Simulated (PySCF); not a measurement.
C8H9F, SMILES CCc1ccccc1F (GFN2-xTB optimised geometry):

```
18

C     -2.982     0.074     1.477
C     -2.489    -0.051     0.034
C     -0.989    -0.095    -0.007
C     -0.290    -1.295    -0.007
C      1.094    -1.320    -0.004
C      1.813    -0.137    -0.001
C      1.144     1.074     0.000
C     -0.237     1.074     0.000
F     -0.879     2.267     0.000
H     -2.628    -0.764     2.073
H     -2.613     0.995     1.923
H     -4.069     0.089     1.504
H     -2.892    -0.963    -0.412
H     -2.847     0.804    -0.542
H     -0.845    -2.221    -0.011
H      1.613    -2.267    -0.006
H      2.892    -0.154     0.000
H      1.675     2.013     0.001
```

Computed with PBE/def2-SVP (PySCF).

Q: What are the frontier orbital energies and the dipole moment?

A: HOMO-2 -7.88 eV, HOMO-1 -6.27 eV, HOMO -5.87 eV, LUMO -1.09 eV, LUMO+1 -0.82 eV; dipole moment 0.98 D.

On the same geometry PBE0/def2-SVP run with PySCF 2.14.0 gives HOMO-2 -9.46 eV, HOMO-1 -7.36 eV, HOMO -6.99 eV, LUMO -0.23 eV, LUMO+1 0.06 eV; dipole moment 1.20 D.

Meta-Löwdin charges at PBE/def2-SVP: C1 -0.29, C2 -0.18, C3 -0.01, C4 -0.11, C5 -0.12, C6 -0.10, C7 -0.14, C8 0.25, F9 -0.24, H10 0.10, H11 0.10, H12 0.10, H13 0.10, H14 0.11, H15 0.11, H16 0.11, H17 0.11, H18 0.12.
